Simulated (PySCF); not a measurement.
## La⁺ (lanthanum, charge +1) across methods

[Xe] 5d2, high-spin 3F determinant. Computed with PySCF 2.14 in ANO-RCC-VTZP, with scalar relativity by spin-free X2C-1e.

| method | E (hartree) | mean ε 5p α (eV) | mean ε 5p β (eV) | mean ε 5d α (eV) | Σ⟨r²⟩ (bohr²) | ⟨S²⟩ |
| --- | --- | --- | --- | --- | --- | --- |
| LDA | -8484.71 | -26.757 | -26.065 | -7.866 | 60.40 | 2.001 |
| PBE | -8491.56 | -26.568 | -25.799 | -7.919 | 60.21 | 2.002 |
| UHF | -8488.75632 | -33.141 | -31.255 | -10.906 | 60.21 | 2.011 |
| PBE0 | -8491.62 | -28.453 | -27.429 | -8.795 | 59.81 | 2.003 |

Spin-orbit coupling, absent here, splits the open shell strongly.
